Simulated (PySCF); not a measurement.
Job file and geometry (Å, from GFN2-xTB) of an NMR shielding run on `InChI=1S/C7H13BSi/c9-5-8-6-1-2-7(6)3-4-7/h3-4,6,8H,1-2,5H2,9H3/t6-/m1/s1`, PySCF, GIAO PBE0/pcSseg-1 NMR shielding, non-relativistic, gas phase; density fitting, a coarse starting grid and PySCF grid level 2 are the driver's defaults:

```
$ OMP_NUM_THREADS=1 python probes_run.py task.json out

{"job": {"kind": "nmr", "xc": "PBE0", "basis": "pcSseg-1"}, "charge": 0, "multiplicity": 1}
Si     2.706865    -0.207576    -1.240573
C      2.096867    -0.941499     0.417062
B      0.554266    -1.106489     0.369369
C     -0.402446     0.085773     0.748634
C     -1.762873    -0.260556     1.412801
C     -2.537709     0.290486     0.204553
C     -1.208748     0.633843    -0.450148
C     -0.860552     0.620102    -1.900827
C     -0.880179     1.793208    -1.328334
H      2.264340    -1.026131    -2.372195
H      4.174406    -0.195986    -1.213351
H      2.219830     1.162317    -1.413541
H      2.436413    -0.257344     1.195502
H      2.626213    -1.884775     0.553679
H      0.084331    -2.109926    -0.020065
H      0.106341     0.899391     1.274708
H     -1.947904     0.273383     2.342703
H     -1.909692    -1.324899     1.583663
H     -3.130479    -0.449981    -0.332469
H     -3.173439     1.149681     0.421449
H     -0.712950     0.029793    -2.771937
H     -0.753314     2.846569    -1.394575
```

Q: Write the output of this run.

A: 
```
coarse grid: 18376 points
cycle   1  E = -588.1169273867  dE =  1.136e+00  |g| = 4.875e-01  |ddm| = 4.243e+00
cycle   2  E = -588.1030753077  dE =  1.385e-02  |g| = 5.444e-01  |ddm| = 1.098e+00
cycle   3  E = -588.1827844066  dE = -7.971e-02  |g| = 6.793e-02  |ddm| = 6.526e-01
cycle   4  E = -588.1836550467  dE = -8.706e-04  |g| = 3.074e-02  |ddm| = 9.399e-02
cycle   5  E = -588.1838678536  dE = -2.128e-04  |g| = 7.414e-03  |ddm| = 3.350e-02
cycle   6  E = -588.1838804089  dE = -1.256e-05  |g| = 2.715e-03  |ddm| = 9.398e-03
cycle   7  E = -588.1838821582  dE = -1.749e-06  |g| = 7.367e-04  |ddm| = 2.874e-03
final grid: 171432 points
cycle   8  E = -588.2371188770  dE = -4.950e-05  |g| = 8.640e-03  |ddm| = 4.396e-02
cycle   9  E = -588.2371083792  dE =  1.050e-05  |g| = 1.081e-02  |ddm| = 2.043e-02
cycle  10  E = -588.2371384681  dE = -3.009e-05  |g| = 1.444e-03  |ddm| = 1.168e-02
cycle  11  E = -588.2371389467  dE = -4.786e-07  |g| = 3.197e-04  |ddm| = 1.467e-03
cycle  12  E = -588.2371389664  dE = -1.976e-08  |g| = 1.561e-04  |ddm| = 3.947e-04
cycle  13  E = -588.2371389722  dE = -5.808e-09  |g| = 2.955e-05  |ddm| = 1.581e-04
cycle  14  E = -588.2371389724  dE = -1.896e-10  |g| = 9.929e-06  |ddm| = 3.755e-05
converged SCF energy = -588.2371389724

GIAO shielding tensors (ppm)
atom      isotropic    diamagn.    paramagn.     s11        s22        s33       span
  0 Si     437.278     879.335    -442.057    416.782    433.078    461.974     45.192
  1 C      167.783     257.406     -89.622    140.185    171.821    191.344     51.158
  2 B       15.832     191.599    -175.767    -58.019    -11.060    116.575    174.594
  3 C      137.115     248.500    -111.385    105.626    136.962    168.758     63.132
  4 C      171.038     250.598     -79.561    154.115    178.295    180.704     26.589
  5 C      149.713     250.322    -100.609    122.581    143.877    182.680     60.099
  6 C      161.087     241.707     -80.620    106.332    127.186    249.744    143.412
  7 C       51.731     254.639    -202.908    -91.349     62.996    183.546    274.895
  8 C       49.366     256.885    -207.518    -95.033     59.694    183.437    278.470
  9 H       28.194      29.416      -1.223     25.139     26.544     32.898      7.758
 10 H       27.822      28.009      -0.187     24.748     25.213     33.506      8.758
 11 H       27.999      29.893      -1.894     23.834     28.302     31.861      8.027
 12 H       30.510      32.612      -2.102     26.686     29.193     35.652      8.966
 13 H       30.219      29.947       0.272     26.672     27.290     36.695     10.023
 14 H       24.049      32.234      -8.185     17.326     27.205     27.616     10.290
 15 H       28.872      33.944      -5.071     25.676     28.309     32.633      6.957
 16 H       29.737      30.122      -0.385     26.231     27.129     35.852      9.621
 17 H       29.715      30.634      -0.919     26.368     27.516     35.261      8.893
 18 H       29.223      30.406      -1.182     26.568     26.821     34.281      7.713
 19 H       29.362      30.304      -0.942     26.503     27.062     34.520      8.017
 20 H       24.130      33.459      -9.329     19.836     25.561     26.995      7.159
 21 H       23.819      33.677      -9.858     19.648     25.245     26.564      6.916
```

Size and cost of the density-fitted run: 225 basis functions, 110 s wall time on 1 thread of an Arm Neoverse N1, shared host; peak memory 1.1 GiB.
